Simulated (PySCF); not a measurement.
NMR data simulated for an unnamed compound:

1H NMR (400 MHz, computed): δ 5.04 (s, 1H), 0.67 (br s, 4H).

13C{1H} NMR (computed): δ 127.6 (C).

[PySCF: geometry from GFN2-xTB; PBE0/pcSseg-1 with gauge-including orbitals; no solvent model; rapidly exchanging positions averaged; non-relativistic; one conformer]

Shifts are taken against calculated references (same method and geometry level): TMS for 1H (31.72 ppm), 13C (186.93 ppm).

**Question.** Which of these does the molecule contain: an NH or NH2 group, an OH group, an S-methyl group, a nitrile, a Si–H bond, a three-membered ring?

**Answer.** 
- An NH or NH2 group: yes (δH 0.67 (br s)).
- An OH group: no.
- An S-methyl group: no.
- A nitrile: yes (δC 127.6).
- A Si–H bond: yes (δH 5.04 (s)).
- A three-membered ring: no.

The data belong to `C(#N)[SiH](N)N`, CH5N3Si; they needn't prove each group on their own.

Carbon signals by region: 1 in the sp2 and nitrile region (100–160 ppm).

OH/NH shifts are gas-phase values; hydrogen bonding in solution moves them, usually downfield. Shifts are as computed. Against solution values, carbons near 30 ppm lie about +3 ppm off and those near 130 ppm about +5 ppm (rms about the fit 2.1 ppm; single classes can miss by 10 ppm). Of 1328 compounds with measured shifts, 309 miss one by over three times the rms of a fit or turn the order of signals round; such compounds aren't used in these exercises. Signals without a measured value on file couldn't be tested in this way; 1H shifts scatter by 0.2 ppm about their fit, and single ones miss by 0.5 ppm.
